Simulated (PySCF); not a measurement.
Assignment exercise: C4H12OSi2

Geometry:
```csv
atom,x (Å),y (Å),z (Å)
C1,-1.041,0.664,1.147
C2,-0.718,-0.231,-0.051
C3,-1.954,-0.448,-0.910
C4,-0.113,-1.495,0.400
O5,0.881,-1.568,1.090
Si6,0.754,0.595,-1.029
Si7,2.631,0.476,0.318
H8,-0.195,0.714,1.828
H9,-1.289,1.671,0.821
H10,-1.895,0.264,1.694
H11,-2.757,-0.907,-0.332
H12,-2.317,0.503,-1.295
H13,-1.730,-1.093,-1.757
H14,-0.585,-2.421,0.018
H15,0.205,1.910,-1.401
H16,0.820,-0.146,-2.300
H17,3.578,1.480,-0.201
H18,2.386,0.845,1.711
H19,3.330,-0.803,0.241
```

Calculated, not measured (PySCF): structure optimised with GFN2-xTB, shielding tensors at PBE0/pcSseg-1 (GIAO). One computed conformer, no solvent, fast rotation and ring inversion assumed for equivalent nuclei, relativity neglected.

Chemical shifts δ = σref − σ; ¹³C (186.93 ppm), ¹H (31.72 ppm) against TMS, all at this level.

(1) Assign these signals to the numbered atoms. ¹³C{¹H} NMR (computed): δ 221.1, 40.4, 24.8.

(2) Assign these signals to the numbered atoms. ¹H NMR (400 MHz, computed): δ 10.17 (s, 1H), 3.90 (q, 2H), 3.60 (t, 3H), 1.47 (s, 6H).

Results:

(1) 
| δ (ppm) | atoms | environment | reason |
| --- | --- | --- | --- |
| 221.1 | C4 | aldehyde carbonyl carbon | the double bond to the heteroatom, with no lone-pair donor beside it, deshields it most |
| 40.4 | C2 | fully substituted sp3 carbon bonded to Si, α to a carbonyl | α to the electron-withdrawing carbonyl group |
| 24.8 | C1/C3 | methyl carbon | saturated and bonded to C and H only |

(2) 
10.17 → H14, hydrogen on an aldehyde carbonyl carbon: the formyl region, downfield of aromatic protons
3.90 → H15/H16, hydrogen on a silicon bonded to C, Si
3.60 → H17/H18/H19, hydrogen on a silicon bonded to Si
1.47 → H8/H9/H10/H11/H12/H13, hydrogen on a methyl carbon

Shifts are as computed. Against solution values, carbons near 30 ppm lie about +3 ppm off and those near 130 ppm about +5 ppm. Of 1211 compounds with measured shifts, 218 miss one by over three times the rms of a fit or turn the order of signals round; such compounds aren't used in these exercises. Multiplicities follow the n + 1 count of equivalent neighbours, as no J values were calculated; m marks all less simple cases, F and P coupling included.
